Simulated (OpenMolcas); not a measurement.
Rh3+ (d6) in a complex was computed by SS-CASPT2, IPEA 0.25 Eh, imaginary shift 0.1 Eh with the d shell active (OpenMolcas, ANO-RCC-VDZP on the metal). Its lowest spin-free states, and all those of the highest spin:

```tsv
2S+1	Degeneracy	E (cm-1)
1	1	0
3	2	2860
3	1	3200
3	1	3240
1	1	4860
1	1	5250
1	2	7460
5	1	8260
5	2	12270
3	1	14020
3	2	14600
3	2	15070
5	2	25650
```

Task: Is the site octahedral, tetrahedral or cube-like, axial, or of lower symmetry?

Result: The states with 2S+1 = 5 have orbital degeneracies 1, 2, 2. There are pairs but no triples, so the site is axial: not cubic, but with a proper or improper axis of order three or more. The run had Rh3+ with 6 ligands (chloride) in trigonal prismatic coordination (D3h) at 2.42 Å, a polar angle of 50.1° against the regular 49.1°. A charge of +0.5 e stands 3.2 Å behind each ligand. Ligand basis ANO-RCC-VDZP.

Roots that are degenerate in the reference are averaged as groups; the widest CASPT2 spread within a group is 410 cm-1 (the 2-fold group of multiplicity 1 near 57700 cm-1 above the lowest state of its run). Shifts and gaps below about the spread of the groups concerned are not significant. Over all roots computed the reference weight is 0.61 to 0.65; a low but even weight reflects the number of correlated electrons. This shell can be high or low spin here, a state of another spin lies low, and with metal d orbitals alone active their balance is uncertain, so the ground spin may be wrong, although the usual error favours high spin. The least metal-like active orbital is 74 % on the metal (Löwdin) and no ligand orbital is active, so the numbers are rough. Ligand-to-metal charge-transfer states are missing. With no ligand orbital active B as a rule stays too high, so bands that hang on it stand too high and its fall with covalency is understated. No measured value stands beside these numbers; the geometry is a model, was not optimised and need not be the one that this ion takes.
